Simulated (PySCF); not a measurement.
C3H8OSi, SMILES C[SiH2]CC=O.

The structure is a stationary point at B3LYP-D3(BJ)/def2-SVP. The structure was generated by enumeration, and PubChem lists no compound with its InChIKey, so it may never have been made. The values are those of a single conformer.

These are PySCF with ωB97X/def2-TZVP values and carry that method's errors.

Isolated molecule, no solvent.

| Quantity | Value |
|---|---|
| total energy | -483.88006 hartree |
| point group | Cs |
| highest occupied level | -9.99 eV |
| lowest empty level | 1.62 eV |
| orbital gap | 11.61 eV |
| dipole moment | 0.674 e·Å |
| quadrupole, principal values (traceless, Buckingham form, about the centre of nuclear charge) | -8.96, 2.06, 6.90 D·Å |
| mean static polarisability | 64.4 bohr³ (9.55 Å³) |
| polarisability, principal values | 53.7, 65.9, 73.8 bohr³ |
